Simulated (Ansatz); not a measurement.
Reactions of `O=C=[N][Al]([Cl])[Cl]`.

Calculated with Ansatz (gas phase, PBE0-D4/def2-TZVP geometries, no zero-point term in ΔE). CCSD(T)/CBS adds triple-zeta CCSD(T) − MP2 to the extrapolated MP2 energy (def2 sets, frozen cores). This one scheme is used for every species. DFT in def2-TZVPP. def2 core potentials past Kr. For Ge, In, W outer-core shells are correlated without core-valence functions, which leaves a few kJ/mol of doubt a bond. Scalar relativity is left out up to krypton. Each species was taken in one conformer, which may not be the lowest.

| reaction | PBE-D4 (kcal/mol) | RPA@PBE/def2-TZVPP (kcal/mol) | ωB97M-V (kcal/mol) |
| --- | --- | --- | --- |
| `O=C=[N][Al]([Cl])[Cl]` + `Cl[SiH2][GeH3]` → `[Cl][Al]([Cl])[GeH3]` + `O=C=N[SiH2]Cl` | 4.8 | 5.6 | 5.3 |
| `O=C=[N][Al]([Cl])[Cl]` + `[O]=[W]([F])([F])([F])[F]` → `O=C=[N][Al]([F])[Cl]` + `[O]=[W]([F])([F])([F])[Cl]` | 0.7 | -0.4 | 1.5 |
| `O=C=[N][Al]([Cl])[Cl]` + `C[S][In]([F])[F]` → `C[S][Al]([Cl])[Cl]` + `O=C=[N][In]([F])[F]` | 17.3 | 16.0 | 17.3 |
| `O=C=[N][Al]([Cl])[Cl]` + CH₃NH₂ → `C[NH][Al]([Cl])[Cl]` + `N=C=O` | 8.3 | 9.5 | 9.8 |

**Question.** Give the CCSD(T)/CBS values in the same order. (Best estimate.)

**Answer.** Computed: 5.4, -0.7, 16.4, 10.0 kcal/mol.

Largest T1 diagnostic: 0.021, for `[O]=[W]([F])([F])([F])[Cl]`.
